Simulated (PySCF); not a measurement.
Compound: C7H12Si.
Atom-mapped SMILES: `[SiH3:1][CH2:2][C@@H:3]1[CH:4]=[CH:5][C@@H:6]2[CH2:7][C@H:8]12` (hydrogens: H9, H10, H11 on Si1; H12, H13 on C2; H14 on C3; H15 on C4; H16 on C5; H17 on C6; H18, H19 on C7; H20 on C8)

Computed with PySCF at wB97X-D/def2-SVPD, non-relativistic, on one gas-phase PBE0-D3(BJ)/def2-SVP geometry that isn't relaxed in the solvent. The solvent is an IEF-PCM continuum (cavity from Bondi-type radii × 1.2). The model holds no explicit solvent molecules, cavitation or dispersion.

Gas phase at wB97X-D/def2-SVPD: HOMO -8.55 eV, LUMO 1.90 eV, dipole 0.63 D.

What does the continuum do to the energy, the frontier levels and the dipole at wB97X-D/def2-SVPD in dichloromethane?

| solvent | ε | E(solvent) − E(gas) (kJ/mol) | polarisation term (kJ/mol) | distortion of the solute (kJ/mol) | HOMO (eV) | LUMO (eV) | dipole (D) |
| --- | --- | --- | --- | --- | --- | --- | --- |
| dichloromethane | 8.93 | -7.54 | -8.18 | 0.64 | -8.49 | 1.97 | 0.67 |

The polarisation term is half the interaction of the solute with the surface charges that it induces; the rest is the cost of distorting the solute's density. The sum is the electrostatic part of solvation alone.

How does the static polarisability (wB97X-D/def2-SVPD, frozen core, with the continuum's full static response) change?

```tsv
medium	isotropic (au)	principal values (au)	⟨r²⟩ of the electrons (bohr²)
gas	103.4	86.3, 101.2, 122.6	1310.7
dichloromethane	136.7	118.8, 135.9, 155.3	1310.8
```

The isotropic value in dichloromethane is 1.32 times the gas-phase one; no cavity-field correction is applied. ⟨r²⟩ is taken about the centre of nuclear charge.

Rough CPU time on one thread of a shared machine: about 2.6 min. This is the whole response run at wB97X-D/def2-SVPD in dichloromethane, SCF included.

The pairwise dispersion term of wB97X-D wasn't added to the energies; at a given geometry it leaves orbitals and properties as they are.
